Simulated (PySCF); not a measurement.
## Basis-set dependence of population analyses: `C[Si](C)(N)N`

Species: C2H10N2Si.
Numbering: `[CH3:1][Si:2]([CH3:3])([NH2:4])[NH2:5]` (hydrogens: H6, H7, H8 on C1; H9, H10, H11 on C3; H12, H13 on N4; H14, H15 on N5)

PBE0 throughout (PySCF), one geometry, spherical d and f functions. The structure is a single PBE0-D3(BJ)/def2-SVP conformer in the gas phase; no vibrational or solvent corrections. Atoms taken as equivalent share a column and are averaged.

Mulliken charges (e):

```
        basis  functions   C1/C3     Si2   N4/N5  H6 (×6)  H12/H13/H14/H15
       STO-3G         39  -0.414  +0.979  -0.600   +0.067           +0.162
        6-31G         69  -0.823  +1.222  -0.988   +0.184           +0.324
     pcSseg-0         69  -1.206  +1.843  -1.063   +0.243           +0.310
       6-31G*         94  -0.770  +0.907  -0.916   +0.184           +0.341
      cc-pVDZ        124  -0.278  +0.456  -0.306   +0.053           +0.099
     def2-SVP        124  -0.343  +0.604  -0.398   +0.061           +0.128
6-311+G(2d,p)        203  -0.775  +1.498  -0.921   +0.158           +0.237
  aug-cc-pVDZ        209  +0.497  +2.049  -0.372   -0.321           -0.093
    def2-TZVP        221  -0.498  +0.553  -0.631   +0.129           +0.233
     IGLO-III        284  -0.647  +1.146  -0.733   +0.135           +0.201
      cc-pVTZ        294  -0.414  +0.405  -0.354   +0.099           +0.134
     pcSseg-2        327  -0.290  +0.801  -0.547   +0.045           +0.152
```

IAO charges (e):

| basis | functions | C1/C3 | Si2 | N4/N5 | H6 (×6) | H12/H13/H14/H15 |
| --- | --- | --- | --- | --- | --- | --- |
| STO-3G | 39 | -0.651 | +1.150 | -0.692 | +0.128 | +0.191 |
| 6-31G | 69 | -0.747 | +1.170 | -0.830 | +0.156 | +0.262 |
| pcSseg-0 | 69 | -0.755 | +1.204 | -0.805 | +0.154 | +0.248 |
| 6-31G* | 94 | -0.743 | +1.271 | -0.845 | +0.146 | +0.257 |
| cc-pVDZ | 124 | -0.741 | +1.264 | -0.837 | +0.146 | +0.255 |
| def2-SVP | 124 | -0.735 | +1.272 | -0.831 | +0.143 | +0.251 |
| 6-311+G(2d,p) | 203 | -0.767 | +1.306 | -0.880 | +0.152 | +0.268 |
| aug-cc-pVDZ | 209 | -0.757 | +1.275 | -0.870 | +0.152 | +0.267 |
| def2-TZVP | 221 | -0.771 | +1.318 | -0.878 | +0.152 | +0.267 |
| IGLO-III | 284 | -0.771 | +1.315 | -0.882 | +0.153 | +0.269 |
| cc-pVTZ | 294 | -0.768 | +1.306 | -0.873 | +0.152 | +0.266 |
| pcSseg-2 | 327 | -0.771 | +1.317 | -0.881 | +0.153 | +0.268 |

Some averages cover members that differ in this geometry, most widely: H6 (×6), Mulliken in aug-cc-pVDZ -0.341 to -0.287 e.

Question: Which scheme is steadiest as the basis changes?

Answer: Largest range over the bases for any column: IAO 0.19 e, Mulliken 1.70 e. IAO charges move least and Mulliken charges most, counted in e. Without the minimal STO-3G basis the ranges are IAO 0.15, Mulliken 1.70 e.

Question: How much do the charges still move between the two largest bases, cc-pVTZ and pcSseg-2?

Answer: At most, over all atoms: Mulliken 0.395 e, IAO 0.010 e.

Question: What do the same runs give for the total energy, the frontier levels and the dipole moment?

Answer: 
```csv
basis,energy (Eh),HOMO (eV),LUMO (eV),μ (D)
STO-3G,-475.2025,-3.28,8.48,0.54
6-31G,-480.8453,-6.47,2.10,0.61
pcSseg-0,-480.1796,-6.57,1.77,0.26
6-31G*,-480.9274,-6.56,2.19,0.15
cc-pVDZ,-480.9559,-6.60,1.57,0.03
def2-SVP,-480.7277,-6.66,1.53,0.03
"6-311+G(2d,p)",-481.0399,-6.97,-0.10,0.26
aug-cc-pVDZ,-480.9845,-6.93,-0.27,0.26
def2-TZVP,-481.0567,-6.92,0.81,0.14
IGLO-III,-481.0654,-6.95,0.43,0.18
cc-pVTZ,-481.0532,-6.86,0.88,0.09
pcSseg-2,-481.0684,-6.98,0.33,0.22
```

The dipole is fixed by the density alone, so its range of 0.58 D shows that the density itself changes with the basis, not only its division among atoms.
